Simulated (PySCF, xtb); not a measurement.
CH₅Si, SMILES C[SiH2], multiplicity 2.

Harmonic wavenumbers (cm⁻¹) from xtb with GFN2-xTB at its own minimum, in rising order: 149, 487, 504, 739, 772, 834, 838, 1370, 1490, 1491, 2289, 2303, 2987, 3033, 3036.

Task: What does TPSSh-D3(BJ)/def2-TZVP in PySCF 2.14.0 give at its own minimum? (An estimate is asked for; the answer gives what the named calculation found.)

Result: 183, 520, 564, 688, 848, 887, 939, 1285, 1462, 1468, 2196, 2216, 3018, 3089, 3110. Paired by order, the mean absolute difference is 59 cm⁻¹ and the zero-point energies are 31.9 and 32.1 kcal/mol.
